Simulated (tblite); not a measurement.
Species: C6H7F3OSi.
Structure used (GFN2-xTB), in Å, numbered top down from 1:
```
atom  x, y, z in Å
F1     2.338   -0.709   -1.160
C2     2.103    0.487   -0.619
F3     1.142    1.067   -1.348
F4     3.212    1.224   -0.803
C5     1.747    0.410    0.865
O6     0.851   -0.594    1.152
Si7   -0.635   -0.911    0.522
C8    -1.800    0.557    0.262
C9    -2.207    0.581   -1.013
C10   -1.658   -0.454   -1.886
C11   -0.804   -1.313   -1.319
H12    1.356    1.396    1.149
H13    2.675    0.212    1.415
H14   -1.002   -1.942    1.477
H15   -2.150    1.272    0.988
H16   -2.892    1.311   -1.420
H17   -1.943   -0.476   -2.928
H18   -0.341   -2.112   -1.873
```

All values are computed: GFN2-xTB (tblite) harmonic vibrations without scaling, gas phase. Against measured fundamentals such values can be off by several per cent, at times by over 20. Modes of hydrogen on silicon can be 10 to 20 % off. One conformer, not necessarily the lowest.

Harmonic wavenumbers (cm⁻¹): 28.5, 51.0, 68.3, 85.7, 124.9, 211.3, 231.1, 320.3, 355.2, 404.1, 409.8, 457.1, 473.7, 490.2, 540.2, 607.8, 635.3, 684.4, 695.6, 731.7, 778.3, 806.5, 823.3, 828.9, 913.1, 920.8, 933.4, 997.3, 1074.9, 1110.7, 1111.9, 1121.4, 1156.3, 1205.7, 1224.4, 1262.1, 1315.0, 1327.3, 1438.5, 1554.1, 1619.3, 2364.9, 2905.4, 2939.1, 3062.0, 3071.9, 3093.5, 3107.1.

A = 1684, B = 733.0, C = 658.3 MHz; mass 180.022 u (most abundant isotopes); point group C1, symmetry number 1.

What is the zero-point energy?

½Σν̃ = 25837 cm⁻¹ = 309.08 kJ/mol.

Give the ideal-gas entropy at 400 K and 1 bar in the rigid-rotor, harmonic-oscillator model (classical rotation).

Translation 179.73, rotation 130.69, vibration 201.75: S = 512.2 J/(mol K).

And Cp and H(400 K) − H(0)?

Cp = 227.17 J/(mol K), of which vibrations give 193.91 (their classical limit is 48 R = 399.1); H(400 K) − H(0) = 53.52 kJ/mol without the zero-point energy, 40.22 from vibrations.

Which modes carry the vibrational entropy at 400 K?

28.5 cm⁻¹: 27.26; 51.0 cm⁻¹: 22.43; 68.3 cm⁻¹: 20.01; 85.7 cm⁻¹: 18.13; 124.9 cm⁻¹: 15.04; 211.3 cm⁻¹: 10.79 J/(mol K); the other 42 give 88.10 together.

How do the functions run with temperature in this model?

```json
{"T (K)": "100", "S (J/(mol K))": "315.9", "Cp (J/(mol K))": "85.0", "H − H(0) (kJ/mol)": "6.12", "G − H(0) (kJ/mol)": "-25.48", "ln q(vib)": "2.85"}
{"T (K)": "200", "S (J/(mol K))": "389.3", "Cp (J/(mol K))": "133.6", "H − H(0) (kJ/mol)": "16.98", "G − H(0) (kJ/mol)": "-60.88", "ln q(vib)": "6.05"}
{"T (K)": "300", "S (J/(mol K))": "453.1", "Cp (J/(mol K))": "183.9", "H − H(0) (kJ/mol)": "32.89", "G − H(0) (kJ/mol)": "-103.05", "ln q(vib)": "9.13"}
{"T (K)": "500", "S (J/(mol K))": "566.7", "Cp (J/(mol K))": "261.3", "H − H(0) (kJ/mol)": "78.02", "G − H(0) (kJ/mol)": "-205.33", "ln q(vib)": "15.16"}
{"T (K)": "800", "S (J/(mol K))": "705.1", "Cp (J/(mol K))": "325.4", "H − H(0) (kJ/mol)": "167.10", "G − H(0) (kJ/mol)": "-396.97", "ln q(vib)": "23.57"}
{"T (K)": "1000", "S (J/(mol K))": "780.6", "Cp (J/(mol K))": "350.6", "H − H(0) (kJ/mol)": "234.85", "G − H(0) (kJ/mol)": "-545.72", "ln q(vib)": "28.63"}
```

q(vib) and H(0) count from the zero-point level.

Hindered rotation and anharmonicity are outside this model. Other conformers, if any are populated, would add a mixing term that is left out. The structure is chiral; the term R ln 2 for an equal mix with its mirror image is left out.

Time: 0.7 s. Hardware: an Arm Neoverse V2 with one thread, no GPU, shared host with 96 logical CPUs at a one-minute load of 17. The figure is for the frequency step alone.
